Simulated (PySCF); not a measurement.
C₃H₅BrSi, SMILES C#CC[SiH2]Br (B3LYP/def2-SVP optimised geometry):

```
10

C      1.010    -0.221     0.000
C     -0.203    -0.221     0.000
C     -1.657    -0.260     0.064
Si    -2.216    -1.202     1.618
Br    -4.465    -1.242     1.674
H      2.083    -0.212    -0.015
H     -2.083    -0.758    -0.825
H     -2.083     0.758     0.095
H     -1.733    -0.514     2.842
H     -1.728    -2.605     1.575
```

Level of theory: B3LYP/def2-TZVP (PySCF 2.14.0).

What are the frontier orbital energies and the dipole moment?

HOMO-2 -8.22 eV, HOMO-1 -7.81 eV, HOMO -7.48 eV, LUMO -0.51 eV, LUMO+1 0.26 eV; dipole moment 1.07 D.

On the same geometry PySCF with PBE/def2-TZVP gives HOMO-2 -7.20 eV, HOMO-1 -6.82 eV, HOMO -6.54 eV, LUMO -1.22 eV, LUMO+1 -0.37 eV; dipole moment 0.99 D.

Meta-Löwdin charges at B3LYP/def2-TZVP: C1 -0.23, C2 -0.03, C3 -0.43, Si4 0.69, Br5 -0.28, H6 0.17, H7 0.15, H8 0.15, H9 -0.09, H10 -0.09.
